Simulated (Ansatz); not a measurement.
A structure relaxed at PBE-D4/def2-TZVP in Ansatz, charge 0, singlet:

```
atom    x (Å)    y (Å)    z (Å)
 Cu1   0.3727   0.2492   0.3123
  P2  -1.1973  -0.4469  -0.9634
  H3  -0.8445  -1.1722  -2.1356
  H4  -2.1523   0.4170  -1.5785
  H5  -2.1298  -1.3896  -0.4472
  N6   1.6835   0.9430   1.3770
  H7   1.6297   0.6658   2.3599
  H8   2.6380   0.7337   1.0754
```

Q: Give its formula, name or SMILES.

A: Cu(PH3)(NH2) (CuPNH₅).

Q: Summarise the bond lengths by kind (pairs closer than 1.2 times the sum of covalent radii, bridged metal pairs left out).

A: 1 × Cu–P 2.14 Å; 1 × Cu–N 1.83 Å; 3 × H–P 1.42 to 1.43 Å; 2 × H–N 1.02 Å. The metal has 2 neighbours: P 2.14 Å, N 1.83 Å.
